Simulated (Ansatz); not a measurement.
Total energies of the cluster Cu₅Te (the lowest doublet isomer of a short search) from Ansatz at PBE-D4/def2-TZVPD, gas phase (1 Eh = 27.2114 eV = 2625.5 kJ/mol). The reference geometry is relaxed at PBE-D4/def2-SVP.

```xyz
6

Cu   -1.008    1.474    0.185
Cu   -0.599   -0.774   -0.809
Cu    1.799   -1.112   -0.838
Cu    0.990    1.103   -1.044
Cu    0.670   -0.143    1.070
Te   -1.852   -0.549    1.436
```

| state | geometry | energy (Eh) |
| --- | --- | --- |
| charge 0 doublet | reference | -8469.65889 |
| charge -1 singlet | reference | -8469.73106 |
| charge -1 singlet | relaxed at PBE-D4/def2-SVPD | -8469.73272 |
| free Cu atom (doublet) | – | -1640.24452 |
| free Te atom (triplet) | – | -267.97324 |

In the def2 sets Te takes a core potential; there is no spin–orbit coupling.

Work out the vertical electron affinity, to the singlet.

E(charge 0 doublet) − E(charge -1 singlet) = -8469.65889 − (-8469.73106) = 0.07217 Eh = 1.96 eV.

How much does the charge -1 singlet relax, and what is the adiabatic electron affinity?

Relaxation: -8469.73106 − (-8469.73272) = 0.00166 Eh = 0.05 eV. Adiabatic electron affinity: 0.07383 Eh = 2.01 eV, without zero-point energy. 

What is the binding energy per atom against free atoms?

Atoms: 5 × (-1640.24452) + 1 × (-267.97324) = -8469.19584 Eh. Binding: -8469.19584 − (-8469.65889) = 0.46305 Eh = 12.60 eV, or 2.10 eV for each of 6 atoms (no zero-point energy, no counterpoise term).

The structure comes from a short search, and lower isomers may exist.
